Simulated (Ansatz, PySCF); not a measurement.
C3H4O, SMILES O=C1CC1.

Coordinates come from a B3LYP-D3(BJ)/def2-SVP optimisation.

Vertical ionisation energy (IE) and electron affinity (EA) in eV. Rows of orbital energies are one-electron estimates. Where ΔSCF, EOM or ADC give a negative EA the extra electron is unbound and the value depends on the basis.

```json
[
 {"level": "−ε(HOMO), −ε(LUMO), r2SCAN/def2-TZVPD (PySCF)", "IE": "5.79", "EA": "1.92"},
 {"level": "−ε(HOMO), −ε(LUMO), PBE/def2-TZVPD (PySCF)", "IE": "5.56", "EA": "2.20"},
 {"level": "ΔSCF, PBE0/def2-SVPD (Ansatz), final states of multiplicity 2 and 2", "IE": "___", "EA": "___"},
 {"level": "ΔSCF, PBE/def2-SVPD (Ansatz), final states of multiplicity 2 and 2", "IE": "9.33", "EA": "-0.97"}
]
```

Problem. What belongs in the gaps? (The exact figures need the calculation; the answer reports its results.)

Solution. 
- ΔSCF, PBE0/def2-SVPD (Ansatz, an electronic-structure program), final states of multiplicity 2 and 2, IE: 9.50
- ΔSCF, PBE0/def2-SVPD (Ansatz), final states of multiplicity 2 and 2, EA: -1.03

Problem. What vertical singlet–triplet gap does ΔSCF give with PBE0/def2-SVPD (Ansatz) and with PBE/def2-SVPD (Ansatz)? (An estimate is asked for; the answer gives what the named calculation found.)

Solution. 3.13 and 3.09 eV (triplet above singlet where positive).
